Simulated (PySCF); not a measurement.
Spin–spin couplings to the heavy atom in 2-bromophenol (Oc1ccccc1Br, C6H5BrO)

Geometry:
```json
{"atom": "O1", "x (Å)": "2.171", "y (Å)": "-0.581", "z (Å)": "-1.015"}
{"atom": "C2", "x (Å)": "0.975", "y (Å)": "-0.304", "z (Å)": "-0.483"}
{"atom": "C3", "x (Å)": "-0.070", "y (Å)": "-1.219", "z (Å)": "-0.656"}
{"atom": "C4", "x (Å)": "-1.326", "y (Å)": "-0.971", "z (Å)": "-0.116"}
{"atom": "C5", "x (Å)": "-1.571", "y (Å)": "0.197", "z (Å)": "0.608"}
{"atom": "C6", "x (Å)": "-0.545", "y (Å)": "1.120", "z (Å)": "0.791"}
{"atom": "C7", "x (Å)": "0.712", "y (Å)": "0.865", "z (Å)": "0.249"}
{"atom": "Br8", "x (Å)": "2.128", "y (Å)": "2.101", "z (Å)": "0.483"}
{"atom": "H9", "x (Å)": "2.778", "y (Å)": "0.145", "z (Å)": "-0.805"}
{"atom": "H10", "x (Å)": "0.138", "y (Å)": "-2.127", "z (Å)": "-1.225"}
{"atom": "H11", "x (Å)": "-2.126", "y (Å)": "-1.701", "z (Å)": "-0.263"}
{"atom": "H12", "x (Å)": "-2.557", "y (Å)": "0.392", "z (Å)": "1.032"}
{"atom": "H13", "x (Å)": "-0.710", "y (Å)": "2.040", "z (Å)": "1.353"}
```

Level of theory for the indirect couplings: PBE0/pcJ-1 (dyall-v2z on Br), gas phase, Gaussian nuclear model, PBE0-D3(BJ)/def2-SVP geometry (PySCF integrals, density fitting).

Non-relativistic values:
```csv
coupling,atoms,J (Hz)
"1J(79Br,13C)",Br8 – C7,-136.4
"2J(79Br,13C)",Br8 – C2,0.1
"2J(79Br,13C)",Br8 – C6,5.9
"3J(79Br,17O)",Br8 – O1,8.6
"3J(79Br,13C)",Br8 – C3,-1.0
"3J(79Br,1H)",Br8 – H13,5.9
"4J(79Br,13C)",Br8 – C4,1.9
"4J(79Br,1H)",Br8 – H9,-7.8
"4J(79Br,1H)",Br8 – H10,3.1
"4J(79Br,1H)",Br8 – H12,1.1
"5J(79Br,1H)",Br8 – H11,0.5
```

Task: What do scalar relativity and two-component X2C with spin–orbit coupling give?

Result: 
```csv
coupling,atoms,scalar (Hz),with spin–orbit (Hz)
"1J(79Br,13C)",Br8 – C7,-163.1,-148.8
"2J(79Br,13C)",Br8 – C2,-0.5,-1.0
"2J(79Br,13C)",Br8 – C6,5.2,4.8
"3J(79Br,17O)",Br8 – O1,10.0,9.3
"3J(79Br,13C)",Br8 – C3,-1.7,-1.2
"3J(79Br,1H)",Br8 – H13,5.4,6.2
"4J(79Br,13C)",Br8 – C4,2.0,2.1
"4J(79Br,1H)",Br8 – H9,-8.3,-7.9
"4J(79Br,1H)",Br8 – H10,2.9,3.2
"4J(79Br,1H)",Br8 – H12,1.0,1.1
"5J(79Br,1H)",Br8 – H11,0.6,0.7
```

The largest listed coupling, 1J(79Br,13C), ends at 1.09 times its non-relativistic value: scalar relativity adds -26.7 Hz and spin–orbit coupling +14.3 Hz. Couplings to strongly quadrupolar nuclei (79Br) are seldom resolved in solution.
